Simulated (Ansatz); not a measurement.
Job for Ansatz (a first-principles code): R-r2SCAN/def2-TZVPP on H3O4P (SMILES O=P(O)(O)O).

Ansatz 0.2 input:
```yaml
crystal:
  periodic: [false, false, false]
  atoms:
    - {symbol: O, position_ang: [-1.12191859, 0.87359087, 0.81703813]}
    - {symbol: P, position_ang: [-0.10919368, 0.08503606, 0.07953141]}
    - {symbol: O, position_ang: [-0.66709279, -1.10916243, -0.84839593]}
    - {symbol: O, position_ang: [0.81811219, 0.89990132, -0.95705595]}
    - {symbol: O, position_ang: [0.99245699, -0.68108250, 0.97275255]}
    - {symbol: H, position_ang: [-1.52040478, -0.87245658, -1.24079000]}
    - {symbol: H, position_ang: [0.99991772, 1.79326975, -0.62997160]}
    - {symbol: H, position_ang: [0.60812294, -0.98899648, 1.80679138]}
basis:
  gaussian:
    orbitals: def2-TZVPP
hamiltonian:
  xc: {name: r2SCAN}
scf: {lower_state_search: off}
```

Output:

```
WARN ansatz: RAYON_NUM_THREADS=4 ignored (pool sized by the plan → 4); use --threads N
Functional definition: r2SCAN
these checks for a lower state are left out or cut short: stability, starts, cluster_reference, orbital_swaps, neighbouring_geometries, increment
integrals: 0.13 GiB planned
1068 factors; their error is unknown
mean field: 0.90 GiB planned
mean field evaluation 1: about -17515.0652 eV, gradient 9.7e1 eV
mean field evaluation 2: about -17486.5580 eV, gradient 1.6e2 eV
mean field evaluation 4: about -17528.9735 eV, gradient 1.1e1 eV
mean field evaluation 8: about -17529.1761 eV, gradient 1.7e-1 eV
mean field evaluation 16: about -17529.1644 eV, gradient 7.5e-5 eV
mean field -17529.16439173 eV, -644.1849097017 hartree, gradient 3.1e-6 eV, S^2 0.000000; 0 other end points of the search recorded, 0 dependent functions left out
reference -17529.16439992 eV, -644.1849100028 hartree; 25, 25 occupied and 183, 183 virtual orbitals, 1068 factors
Total energy: -17529.16439992 eV, -644.1849100028 hartree
Checks for a lower state left out: stability, starts, cluster_reference, orbital_swaps, neighbouring_geometries, increment
```

The calculation finished and met its thresholds.

Cost: around 2.8 core-seconds (rough).
